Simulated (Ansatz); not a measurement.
Geometry optimisation, RKS PBE0/def2-mTZVP (Ansatz 0.2.0).

Input:

```yaml
crystal:
  periodic: [false, false, false]
  atoms:
    - { symbol: B, position_ang: [-0.6818, 1.6818, 1.4127] }
    - { symbol: C, position_ang: [-0.4654, 0.6146, 0.2962] }
    - { symbol: S, position_ang: [0.9815, -0.3499, 0.7251] }
    - { symbol: Ge, position_ang: [0.9473, -1.6453, -1.0622] }
    - { symbol: F, position_ang: [1.0696, -0.6909, -2.5257] }
    - { symbol: H, position_ang: [-0.0225, 1.8518, 2.3399] }
    - { symbol: H, position_ang: [-1.6248, 2.4588, 1.2877] }
    - { symbol: H, position_ang: [-0.2675, 1.1352, -0.688] }
    - { symbol: H, position_ang: [-1.3434, -0.0321, 0.2801] }
    - { symbol: H, position_ang: [-0.5083, -2.3526, -1.0614] }
    - { symbol: H, position_ang: [1.9806, -2.7284, -0.9837] }
basis:
  gaussian: { orbitals: def2-mTZVP }
hamiltonian:
  xc: pbe0
relax:
  f_tol: 0.015
  max_steps: 40
```

Launched with:

```bash
$ ansatz run input.yaml --threads 2 --pin off --max-ram 3072MiB --backend cpu --events-out ev --progress --plain --runs-dir out
```

Task: Where does it end, and by what steps?

Result: The run converged. After 6 steps the energy has fallen by 0.313 eV; H10 moved furthest, 0.16 Å.

```json
{"step": "0", "energy less start (eV)": "0.0000", "largest force component (eV/Å)": "1.702", "accepted": "yes"}
{"step": "1", "energy less start (eV)": "-0.2463", "largest force component (eV/Å)": "0.512", "accepted": "yes"}
{"step": "2", "energy less start (eV)": "-0.2988", "largest force component (eV/Å)": "0.352", "accepted": "yes"}
{"step": "3", "energy less start (eV)": "-0.3103", "largest force component (eV/Å)": "0.183", "accepted": "yes"}
{"step": "4", "energy less start (eV)": "-0.3120", "largest force component (eV/Å)": "0.090", "accepted": "yes"}
{"step": "5", "energy less start (eV)": "-0.3124", "largest force component (eV/Å)": "0.024", "accepted": "yes"}
{"step": "6", "energy less start (eV)": "-0.3125", "largest force component (eV/Å)": "0.009", "accepted": "yes"}
```

```xyz
11
Properties=species:S:1:pos:R:3
B -0.703 1.754 1.434
C -0.464 0.656 0.360
S 1.018 -0.381 0.665
Ge 0.909 -1.736 -1.059
F 1.123 -0.805 -2.528
H 0.013 1.903 2.376
H -1.651 2.467 1.293
H -0.388 1.146 -0.618
H -1.369 0.036 0.297
H -0.488 -2.358 -1.215
H 2.064 -2.738 -0.984
```

The run took 40 s on 2 threads of Arm Neoverse V2 (shared host), peak memory 0.32 GiB.
